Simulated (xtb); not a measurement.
xtb input (GFN1-xTB):

```bash
xtb mol.xyz --gfn 1 --sp --chrg 0 --uhf 0
```
mol.xyz:
```
17

C     -0.30641260    -1.52664441    -1.50512838
Sn     0.00000000     0.00000000    -0.00000000
C     -0.09596537     1.95561217    -0.92537287
C     -1.54082216    -0.15885610     1.51346460
C      1.94320013    -0.27011166     0.91703665
H     -1.28195615    -1.40164953    -1.97470580
H     -0.26040902    -2.51665554    -1.05172620
H      0.46341123    -1.45738449    -2.27349433
H      0.05688731     2.73362630    -0.17761491
H     -1.07008616     2.10414948    -1.39103075
H      0.67528122     2.04841452    -1.68981928
H     -2.52471116    -0.02461404     1.06429492
H     -1.50316403    -1.13962004     1.98727452
H     -1.39773769     0.60486278     2.27771077
H      2.00441262    -1.25162778     1.38681431
H      2.72823287    -0.19235673     0.16504619
H      2.10983896     0.49285505     1.67725056
```

Output:

```
           -------------------------------------------------
          |                Calculation Setup                |
           -------------------------------------------------

           -------------------------------------------------
          |                 G F N 1 - x T B                 |
           -------------------------------------------------

        Reference                      10.1021/acs.jctc.7b00118
      * Hamiltonian:
        H0-scaling (s, p, d)           1.850000    2.250000    2.000000
        zeta-weighting                 0.000000
      * Dispersion:
        s8                             2.400000
        a1                             0.630000
        a2                             5.000000
        s9                             0.000000
      * Repulsion:
        kExp                           1.500000
        rExp                           1.000000
      * Coulomb:
        alpha                          2.000000
        third order                    atomic
        anisotropic                    false
      * Halogen bond correction:
        rad-scale                      1.300000
        damping                        0.440000

          ...................................................
          :                      SETUP                      :
          :.................................................:
          :  # basis functions                  50          :
          :  # atomic orbitals                  49          :
          :  # shells                           35          :
          :  # electrons                        32          :
          :  # halogen bonds                     0          :
          :  max. iterations                   250          :
          :  Hamiltonian                  GFN1-xTB          :
          :  restarted?                      false          :
          :  GBSA solvation                  false          :
          :  PC potential                    false          :
          :  electronic temp.          300.0000000     K    :
          :  accuracy                    1.0000000          :
          :  -> integral cutoff          0.2500000E+02      :
          :  -> integral neglect         0.1000000E-07      :
          :  -> SCF convergence          0.1000000E-05 Eh   :
          :  -> wf. convergence          0.2000000E-04 e    :
          :  Broyden damping             0.4000000          :
          :  net charge                          0          :
          :  unpaired electrons                  0          :
          ...................................................

 iter      E             dE          RMSdq      gap      omega  full diag
   1    -17.5839694 -0.175840E+02  0.719E+00    5.68       0.0  T
   2    -17.5921457 -0.817628E-02  0.437E+00    5.64       1.0  T
   3    -17.5930358 -0.890132E-03  0.448E-01    5.63       1.0  T
   4    -17.5936044 -0.568552E-03  0.350E-02    5.64       1.0  T
   5    -17.5936181 -0.137230E-04  0.128E-02    5.64       1.9  T
   6    -17.5936186 -0.506660E-06  0.673E-04    5.64      36.0  T
   7    -17.5936186  0.602558E-09  0.412E-04    5.64      58.9  T
   8    -17.5936186 -0.603876E-09  0.402E-07    5.64   60290.4  T
   9    -17.5936186 -0.710543E-14  0.107E-07    5.64  100000.0  T

   *** convergence criteria satisfied after 9 iterations ***

         #    Occupation            Energy/Eh            Energy/eV
      -------------------------------------------------------------
         1        2.0000           -0.9480739             -25.7984
       ...           ...                  ...                  ...
        10        2.0000           -0.5105887             -13.8938
        11        2.0000           -0.5078243             -13.8186
        12        2.0000           -0.5078243             -13.8186
        13        2.0000           -0.5078243             -13.8186
        14        2.0000           -0.4326694             -11.7735
        15        2.0000           -0.4326694             -11.7735
        16        2.0000           -0.4326694             -11.7735 (HOMO)
        17                         -0.2254833              -6.1357 (LUMO)
        18                         -0.1673848              -4.5548
        19                         -0.1673848              -4.5548
        20                         -0.1673848              -4.5548
        21                         -0.1016182              -2.7652
       ...                                ...                  ...
        49                          0.7008650              19.0715
      -------------------------------------------------------------
                  HL-Gap            0.2071861 Eh            5.6378 eV
             Fermi-level           -0.3290764 Eh           -8.9546 eV

 SCC (total)                   0 d,  0 h,  0 min,  0.014 sec
 SCC setup                      ...        0 min,  0.000 sec (  0.764%)
 Dispersion                     ...        0 min,  0.000 sec (  0.348%)
 classical contributions        ...        0 min,  0.000 sec (  0.164%)
 integral evaluation            ...        0 min,  0.004 sec ( 25.004%)
 iterations                     ...        0 min,  0.003 sec ( 22.641%)
 molecular gradient             ...        0 min,  0.007 sec ( 49.936%)
 printout                       ...        0 min,  0.000 sec (  1.038%)

         :::::::::::::::::::::::::::::::::::::::::::::::::::::
         ::                     SUMMARY                     ::
         :::::::::::::::::::::::::::::::::::::::::::::::::::::
         :: total energy             -17.381193802516 Eh    ::
         :: gradient norm              0.017184670518 Eh/a0 ::
         :: HOMO-LUMO gap              5.637822039559 eV    ::
         ::.................................................::
         :: SCC energy               -17.593618594382 Eh    ::
         :: -> electrostatic           0.003492757618 Eh    ::
         :: repulsion energy           0.218356280634 Eh    ::
         :: dispersion energy         -0.005931488768 Eh    ::
         :: halogen bond corr.         0.000000000000 Eh    ::
         :: add. restraining           0.000000000000 Eh    ::
         :: total charge              -0.000000000000 e     ::
         :::::::::::::::::::::::::::::::::::::::::::::::::::::

           -------------------------------------------------
          |                Property Printout                |
           -------------------------------------------------

    * Orbital Energies and Occupations

         #    Occupation            Energy/Eh            Energy/eV
      -------------------------------------------------------------
         1        2.0000           -0.9480739             -25.7984
       ...           ...                  ...                  ...
         4        2.0000           -0.6168866             -16.7863
         5        2.0000           -0.6011747             -16.3588
         6        2.0000           -0.5165742             -14.0567
         7        2.0000           -0.5165742             -14.0567
         8        2.0000           -0.5165742             -14.0567
         9        2.0000           -0.5105887             -13.8938
        10        2.0000           -0.5105887             -13.8938
        11        2.0000           -0.5078243             -13.8186
        12        2.0000           -0.5078243             -13.8186
        13        2.0000           -0.5078243             -13.8186
        14        2.0000           -0.4326694             -11.7735
        15        2.0000           -0.4326694             -11.7735
        16        2.0000           -0.4326694             -11.7735 (HOMO)
        17                         -0.2254833              -6.1357 (LUMO)
        18                         -0.1673848              -4.5548
        19                         -0.1673848              -4.5548
        20                         -0.1673848              -4.5548
        21                         -0.1016182              -2.7652
        22                         -0.1016182              -2.7652
        23                         -0.1016182              -2.7652
        24                         -0.0860126              -2.3405
        25                         -0.0860126              -2.3405
        26                         -0.0528032              -1.4368
        27                         -0.0475444              -1.2937
       ...                                ...                  ...
        49                          0.7008650              19.0715
      -------------------------------------------------------------
                  HL-Gap            0.2071861 Eh            5.6378 eV
             Fermi-level           -0.3290764 Eh           -8.9546 eV

  Mulliken/CM5 charges         n(s)   n(p)   n(d)
     1C    -0.16538 -0.31433   1.026  3.139  0.000
     2Sn    0.24174  0.21893   1.917  1.800  0.042
     3C    -0.16538 -0.31433   1.026  3.139  0.000
     4C    -0.16538 -0.31433   1.026  3.139  0.000
     5C    -0.16538 -0.31433   1.026  3.139  0.000
     6H     0.03498  0.08653   0.965  0.000  0.000
     7H     0.03498  0.08653   0.965  0.000  0.000
     8H     0.03498  0.08653   0.965  0.000  0.000
     9H     0.03498  0.08653   0.965  0.000  0.000
    10H     0.03498  0.08653   0.965  0.000  0.000
    11H     0.03498  0.08653   0.965  0.000  0.000
    12H     0.03498  0.08653   0.965  0.000  0.000
    13H     0.03498  0.08653   0.965  0.000  0.000
    14H     0.03498  0.08653   0.965  0.000  0.000
    15H     0.03498  0.08653   0.965  0.000  0.000
    16H     0.03498  0.08653   0.965  0.000  0.000
    17H     0.03498  0.08653   0.965  0.000  0.000

Wiberg/Mayer (AO) data.
largest (>0.10) Wiberg bond orders for each atom

 ---------------------------------------------------------------------------
     #   Z sym  total        # sym  WBO       # sym  WBO       # sym  WBO
 ---------------------------------------------------------------------------
     1   6 C    3.990 --     6 H    0.990     8 H    0.990     7 H    0.990
                             2 Sn   0.676     4 C    0.111     3 C    0.111
                             5 C    0.111
     2  50 Sn   2.728 --     3 C    0.676     1 C    0.676     5 C    0.676
                             4 C    0.676
     3   6 C    3.990 --    11 H    0.990     9 H    0.990    10 H    0.990
                             2 Sn   0.676     5 C    0.111     1 C    0.111
                             4 C    0.111
     4   6 C    3.990 --    13 H    0.990    12 H    0.990    14 H    0.990
                             2 Sn   0.676     5 C    0.111     1 C    0.111
                             3 C    0.111
     5   6 C    3.990 --    16 H    0.990    17 H    0.990    15 H    0.990
                             2 Sn   0.676     4 C    0.111     3 C    0.111
                             1 C    0.111
     6   1 H    0.999 --     1 C    0.990
     7   1 H    0.999 --     1 C    0.990
     8   1 H    0.999 --     1 C    0.990
     9   1 H    0.999 --     3 C    0.990
    10   1 H    0.999 --     3 C    0.990
    11   1 H    0.999 --     3 C    0.990
    12   1 H    0.999 --     4 C    0.990
    13   1 H    0.999 --     4 C    0.990
    14   1 H    0.999 --     4 C    0.990
    15   1 H    0.999 --     5 C    0.990
    16   1 H    0.999 --     5 C    0.990
    17   1 H    0.999 --     5 C    0.990
 ---------------------------------------------------------------------------

Topologies differ in total number of bonds
Writing topology from bond orders to xtbtopo.mol

 dipole moment from electron density (au)
     X       Y       Z
   0.0000  -0.0000  -0.0000  total (Debye):    0.000

           -------------------------------------------------
          | TOTAL ENERGY              -17.381193802516 Eh   |
          | GRADIENT NORM               0.017184670518 Eh/α |
          | HOMO-LUMO GAP               5.637822039559 eV   |
Note: The following floating-point exceptions are signalling: IEEE_DENORMAL
normal termination of xtb
           -------------------------------------------------

------------------------------------------------------------------------
------------------------------------------------------------------------
 total:
 SCF:
```
